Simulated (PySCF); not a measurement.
# `C[C@H]([C@H](C)F)C#[N+][SiH3]`, [C5H11FNSi]+, charge +1

Geometry:
| atom | x (Å) | y (Å) | z (Å) |
| --- | --- | --- | --- |
| C1 | -1.836 | 1.019 | -0.284 |
| C2 | -1.598 | -0.225 | 0.549 |
| F3 | -1.352 | 0.128 | 1.854 |
| C4 | -0.377 | -1.087 | 0.084 |
| C5 | -0.501 | -1.582 | -1.365 |
| C6 | 0.803 | -0.339 | 0.282 |
| N7 | 1.741 | 0.305 | 0.460 |
| Si8 | 3.172 | 1.336 | 0.881 |
| H9 | -0.939 | 1.630 | -0.346 |
| H10 | -2.168 | 0.753 | -1.282 |
| H11 | -2.619 | 1.608 | 0.189 |
| H12 | -2.485 | -0.870 | 0.565 |
| H13 | -0.318 | -1.950 | 0.764 |
| H14 | -0.464 | -0.756 | -2.069 |
| H15 | -1.448 | -2.102 | -1.481 |
| H16 | 0.303 | -2.276 | -1.597 |
| H17 | 4.239 | 0.455 | 0.432 |
| H18 | 2.875 | 2.489 | 0.043 |
| H19 | 2.962 | 1.474 | 2.314 |

Total charge +1.

The calculation used TDDFT B3LYP/def2-SVPD circular dichroism and optical rotation, one conformer, gas phase (PySCF 2.14.0). Geometry: GFN2-xTB.

The molecule is flexible and this is one conformer; a measurement averages over conformers. Singlets 14 and 15 lie within 0.01 eV of each other, so their separate moments and overlaps can depend on how they mix.

(1) Draw the ECD and absorption spectra from the lowest 16 states, each a Gaussian of half-width 0.2 eV at 1/e height.

Results:

(1) 
| E (eV) | λ (nm) | Δε (L mol⁻¹ cm⁻¹) | ε (L mol⁻¹ cm⁻¹) |
| --- | --- | --- | --- |
| 5.90 | 210 | 0.00 | 1.1 |
| 6.00 | 207 | -0.02 | 14.5 |
| 6.10 | 203 | -0.21 | 124 |
| 6.20 | 200 | -1.17 | 670 |
| 6.30 | 197 | -3.51 | 2310 |
| 6.40 | 194 | -5.81 | 5050 |
| 6.50 | 191 | -5.05 | 7100 |
| 6.60 | 188 | -1.89 | 6630 |
| 6.70 | 185 | -0.01 | 4310 |
| 6.80 | 182 | -0.46 | 2110 |
| 6.90 | 180 | -1.85 | 983 |
| 7.00 | 177 | -2.56 | 794 |
| 7.10 | 175 | -1.87 | 1250 |
| 7.20 | 172 | -1.23 | 2050 |
| 7.30 | 170 | -2.28 | 2450 |
| 7.40 | 168 | -3.19 | 1980 |
| 7.50 | 165 | -0.13 | 1490 |
| 7.60 | 163 | +9.03 | 3080 |
| 7.70 | 161 | +20.20 | 9610 |
| 7.80 | 159 | +19.13 | 21900 |
| 7.90 | 157 | -0.74 | 33800 |
| 8.00 | 155 | -20.79 | 36000 |

Δε uses R in velocity form, ε uses f in length form. Only the states computed contribute, so the short-wavelength end is incomplete.
